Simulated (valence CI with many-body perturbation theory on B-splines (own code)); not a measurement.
# Hf XL: electric-dipole lines

Method: relativistic CI+MBPT: five valence electrons over a frozen Dirac-Fock core [Ar] 3d10, radial functions for each j: 11 s, 11 p, 10 d, 8 f, 5 g, 2 h, with the one-electron correlation potential Σ1 (screened to all orders), the two-electron term Σ2, the three-electron term Σ3, Breit, model QED; selected single and double excitations, second order for the rest, scaled by the run's own slope (own B-spline code, finite nucleus).

The last digits are not significant, and no measured levels were compared; by estimate large intervals hold to a few tenths of a per cent, small ones and those within an open d or f shell to about a per cent. Among the levels kept, up to 2100 cm⁻¹ of a level comes from second order outside the variational space, and about a tenth of that is noise between levels of different J, which matters for small intervals.

Lines 1 to 50 of 513 in falling wavelength, among levels below 36.907 Ry, chosen from the strongest by gf and those to the six lowest levels. Wavelengths and rates use the calculated energies. Electric multipoles are in the length gauge with retardation, E1 and E2 with the static RPA response of the core. Weak lines are less certain than strong ones. Lines between different terms over intervals too small for the method are left out, as are lines whose strength nearly cancels. Where a level lies close to another of its J and parity, the split of strength between their lines is uncertain. The highest levels of a list are the least certain.

Levels are named by their leading jj configuration (3d3/2^4 stands for four electrons in 3d with j = 3/2), which in mixed levels can hold well under half, so a name can repeat and another be missing. Letters in brackets count levels of one name in rising energy.

| λ vac (Å) | Upper | Lower | A (s⁻¹) | S (a.u.) |
| --- | --- | --- | --- | --- |
| 190.5 | (4s^2 4p1/2^2 4d3/2) J=3/2 | (4s^2 4p1/2 4p3/2^2) J=5/2 | 2.34e+08 | 3.19e-03 |
| 170.1 | (4s 4p1/2^2 4d3/2^2) J=5/2 | (4s^2 4p1/2 4d3/2^2) J=3/2 | 4.62e+09 | 6.74e-02 |
| 166.0 | (4s 4p1/2^2 4p3/2 4d3/2) J=7/2 | (4s^2 4p1/2 4p3/2 4d3/2) J=5/2 [b] | 3.61e+09 | 6.52e-02 |
| 159.4 | (4s 4p1/2^2 4d3/2 4d5/2) J=9/2 | (4s^2 4p1/2 4d3/2 4d5/2) J=7/2 [b] | 4.36e+09 | 8.71e-02 |
| 151.6 | (4s 4p1/2^2 4p3/2^2) J=5/2 | (4s^2 4p1/2 4p3/2^2) J=5/2 | 3.35e+09 | 3.46e-02 |
| 150.7 | (4s 4p1/2 4p3/2^2 4d5/2) J=9/2 [b] | (4s^2 4p3/2^2 4d5/2) J=7/2 | 4.09e+09 | 6.90e-02 |
| 147.2 | (4s 4p1/2^2 4p3/2 4d5/2) J=9/2 | (4s^2 4p1/2 4p3/2 4d5/2) J=9/2 | 6.10e+09 | 9.61e-02 |
| 145.0 | (4s 4p1/2 4p3/2^2 4d5/2) J=11/2 | (4s^2 4p3/2^2 4d5/2) J=9/2 | 8.22e+09 | 1.48e-01 |
| 142.5 | (4s 4p1/2^2 4p3/2^2) J=5/2 | (4s^2 4p1/2 4p3/2^2) J=3/2 | 5.05e+09 | 4.32e-02 |
| 142.0 | (4s 4p1/2^2 4d3/2^2) J=3/2 | (4s^2 4p1/2 4d3/2^2) J=5/2 | 1.11e+10 | 6.28e-02 |
| 140.3 | (4s 4p1/2^2 4p3/2 4d3/2) J=7/2 | (4s^2 4p1/2 4p3/2 4d3/2) J=7/2 | 7.41e+09 | 8.08e-02 |
| 138.7 | (4s 4p1/2^2 4p3/2 4f5/2) J=7/2 | (4s^2 4p1/2 4p3/2 4f5/2) J=5/2 [a] | 5.81e+09 | 6.11e-02 |
| 137.8 | (4s 4p1/2^2 4p3/2 4d5/2) J=9/2 | (4s^2 4p1/2 4p3/2 4d5/2) J=7/2 [a] | 1.27e+10 | 1.64e-01 |
| 136.8 | (4s 4p1/2^2 4p3/2 4d3/2) J=5/2 [a] | (4s^2 4p1/2 4p3/2 4d3/2) J=5/2 [a] | 8.21e+09 | 6.23e-02 |
| 135.5 | (4s 4p1/2^2 4d3/2^2) J=5/2 | (4s^2 4p1/2 4d3/2^2) J=5/2 | 1.04e+10 | 7.64e-02 |
| 130.8 | (4s^2 4p1/2^2 4d5/2) J=5/2 | (4s^2 4p1/2 4p3/2^2) J=5/2 | 4.01e+09 | 2.66e-02 |
| 130.0 | (4s 4p1/2^2 4p3/2^2) J=1/2 | (4s^2 4p1/2 4p3/2^2) J=1/2 | 2.39e+10 | 5.17e-02 |
| 129.5 | (4s 4p1/2 4p3/2^2 4d5/2) J=7/2 [f] | (4s^2 4p3/2^2 4d5/2) J=5/2 [b] | 6.92e+09 | 5.93e-02 |
| 129.4 | (4s 4p1/2^2 4p3/2 4f5/2) J=7/2 | (4s 4p1/2 4p3/2^2 4d3/2) J=7/2 [b] | 6.56e+09 | 5.61e-02 |
| 129.3 | (4p1/2^2 4p3/2^3) J=3/2 | (4s 4p1/2 4p3/2^3) J=3/2 | 1.35e+10 | 5.77e-02 |
| 128.7 | (4s 4p1/2^2 4d3/2 4d5/2) J=9/2 | (4s^2 4p1/2 4d3/2 4d5/2) J=9/2 | 6.17e+09 | 6.49e-02 |
| 128.2 | (4s 4p1/2^2 4p3/2 4d5/2) J=7/2 [b] | (4s^2 4p1/2 4p3/2 4d5/2) J=5/2 [b] | 6.08e+09 | 5.06e-02 |
| 127.9 | (4s 4p1/2 4p3/2^2 4d5/2) J=7/2 [d] | (4s^2 4p3/2^2 4d5/2) J=5/2 [a] | 8.79e+09 | 7.26e-02 |
| 127.5 | (4s 4p1/2^2 4p3/2 4d3/2) J=5/2 [b] | (4s^2 4p1/2 4p3/2 4d3/2) J=7/2 | 1.04e+10 | 6.36e-02 |
| 127.0 | (4s 4p1/2^2 4p3/2 4d5/2) J=3/2 [a] | (4s^2 4p1/2 4p3/2 4d5/2) J=5/2 [a] | 1.90e+10 | 7.70e-02 |
| 126.4 | (4s 4p1/2^2 4d3/2 4d5/2) J=7/2 [b] | (4s^2 4p1/2 4d3/2 4d5/2) J=9/2 | 1.98e+10 | 1.58e-01 |
| 124.1 | (4s 4p1/2^2 4p3/2 4d5/2) J=5/2 [a] | (4s^2 4p1/2 4p3/2 4d5/2) J=3/2 [a] | 1.01e+10 | 5.74e-02 |
| 123.9 | (4s^2 4p1/2^2 4d5/2) J=5/2 | (4s^2 4p1/2 4p3/2^2) J=3/2 | 6.75e+09 | 3.81e-02 |
| 123.7 | (4s 4p1/2^2 4p3/2 4f5/2) J=7/2 | (4s 4p1/2 4p3/2^2 4d3/2) J=9/2 | 1.13e+10 | 8.42e-02 |
| 123.6 | (4s 4p1/2 4p3/2^3) J=5/2 | (4s^2 4p3/2^3) J=3/2 | 1.06e+10 | 5.94e-02 |
| 123.1 | (4s^2 4p1/2 4p3/2 4f7/2) J=11/2 | (4s^2 4p3/2^2 4d5/2) J=9/2 | 4.37e+09 | 4.82e-02 |
| 123.1 | (4s 4p1/2^2 4p3/2 4d5/2) J=7/2 [a] | (4s^2 4p1/2 4p3/2 4d5/2) J=9/2 | 1.63e+10 | 1.20e-01 |
| 121.9 | (4s 4p1/2^2 4p3/2 4d5/2) J=5/2 [b] | (4s^2 4p1/2 4p3/2 4d5/2) J=7/2 [b] | 2.21e+10 | 1.19e-01 |
| 121.2 | (4s 4p1/2 4p3/2^2 4d5/2) J=5/2 [f] | (4s^2 4p3/2^2 4d5/2) J=5/2 [b] | 1.31e+10 | 6.90e-02 |
| 120.7 | (4s 4p1/2^2 4p3/2 4d3/2) J=3/2 [b] | (4s^2 4p1/2 4p3/2 4d3/2) J=5/2 [a] | 1.38e+10 | 4.78e-02 |
| 120.4 | (4p1/2 4p3/2^4) J=1/2 | (4s 4p3/2^4) J=1/2 | 2.68e+10 | 4.61e-02 |
| 120.0 | (4s 4p1/2 4p3/2^2 4d5/2) J=7/2 [b] | (4s^2 4p3/2^2 4d5/2) J=7/2 | 8.93e+09 | 6.09e-02 |
| 119.2 | (4p1/2^2 4p3/2^3) J=3/2 | (4s 4p1/2 4p3/2^3) J=5/2 | 2.72e+10 | 9.11e-02 |
| 119.0 | (4s 4p1/2^2 4p3/2^2) J=3/2 | (4s^2 4p1/2 4p3/2^2) J=5/2 | 2.76e+10 | 9.20e-02 |
| 118.8 | (4s 4p1/2 4p3/2^2 4d5/2) J=7/2 [c] | (4s^2 4p3/2^2 4d5/2) J=9/2 | 8.61e+09 | 5.70e-02 |
| 116.7 | (4s 4p1/2^2 4d3/2 4d5/2) J=5/2 [b] | (4s 4p1/2 4p3/2^2 4d3/2) J=7/2 [a] | 1.11e+10 | 5.20e-02 |
| 116.6 | (4s 4p1/2 4p3/2^2 4d5/2) J=3/2 [e] | (4s^2 4p3/2^2 4d5/2) J=5/2 [b] | 1.45e+10 | 4.55e-02 |
| 116.4 | (4s 4p1/2^2 4p3/2 4d5/2) J=7/2 [a] | (4s^2 4p1/2 4p3/2 4d5/2) J=7/2 [a] | 7.89e+09 | 4.91e-02 |
| 114.9 | (4s 4p1/2 4p3/2^2 4d5/2) J=9/2 [c] | (4s^2 4p3/2^2 4d5/2) J=9/2 | 8.96e+09 | 6.71e-02 |
| 114.3 | (4s 4p1/2 4p3/2^3) J=3/2 | (4s^2 4p3/2^3) J=3/2 | 1.84e+10 | 5.44e-02 |
| 113.4 | (4s 4p1/2^2 4p3/2 4d5/2) J=7/2 [b] | (4s^2 4p1/2 4p3/2 4d5/2) J=9/2 | 1.00e+10 | 5.77e-02 |
| 113.3 | (4s 4p1/2^2 4p3/2^2) J=3/2 | (4s^2 4p1/2 4p3/2^2) J=3/2 | 9.95e+09 | 2.86e-02 |
| 109.0 | (4s^2 4p1/2 4p3/2 4f7/2) J=9/2 [c] | (4s^2 4p3/2^2 4d5/2) J=9/2 | 8.53e+09 | 5.46e-02 |
| 107.7 | (4s 4p1/2 4p3/2^2 4d3/2) J=5/2 [f] | (4s^2 4p3/2^2 4d3/2) J=7/2 | 1.55e+10 | 5.75e-02 |
| 107.7 | (4s^2 4p1/2^2 4f5/2) J=5/2 | (4s^2 4p1/2 4p3/2 4d3/2) J=7/2 | 1.60e+10 | 5.92e-02 |
